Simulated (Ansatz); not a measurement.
A structure relaxed at PBE0-D4/def2-SVP in Ansatz, charge 1, doublet:

Cartesian coordinates in Å:
```
Be 0.598 -2.011 1.272
Be 0.866 0.490 -0.257
Be -1.024 0.041 -0.080
O -0.371 1.535 -0.063
O 0.233 -0.787 0.495
O -0.303 0.733 -1.367
```

Task: Give its formula and point group.

Result: the cluster Be3O3⁺. Point group C2v (tolerance 0.1 Å).

Task: Summarise the bond lengths by kind (pairs closer than 1.2 times the sum of covalent radii, bridged metal pairs left out).

Result: 7 × Be–O 1.49 to 1.63 Å; 1 × O–O 1.53 Å.

The structure holds 1 bond(s) between oxygen atoms. Another isomer (doublet) lies 3.87 eV lower at PBE0-D4/def2-TZVP; other spin states weren't run for this one.
